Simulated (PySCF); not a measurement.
Si(I)4, I₄Si, SMILES I[Si](I)(I)I, B3LYP/def2-SVP optimised geometry.

```
5

I      1.65    -1.16     0.00
Si    -0.82    -1.16     0.00
I     -1.65    -2.33     2.02
I     -1.65     1.16     0.00
I     -1.65    -2.33    -2.02
```

Density from B3LYP/def2-TZVP, def2 effective core potentials past Kr (PySCF) at that geometry. The core electrons that the potentials of I replace are not part of the density.

Minimum of the electron density along straight lines between bonded atoms, close to the bond critical point (lines longer than 1.1 times the sum of covalent radii, or with two minima, are not listed):

```
bond    length / Å  ρ at the minimum / e bohr⁻³  ∇²ρ there / e bohr⁻⁵  position (fraction from the first atom)
------  ----------  ---------------------------  --------------------  ---------------------------------------
I1–Si2       2.470                        0.083                 -0.10                                     0.62
Si2–I3       2.470                        0.083                 -0.10                                     0.38
Si2–I4       2.470                        0.083                 -0.10                                     0.38
Si2–I5       2.470                        0.083                 -0.10                                     0.38
```
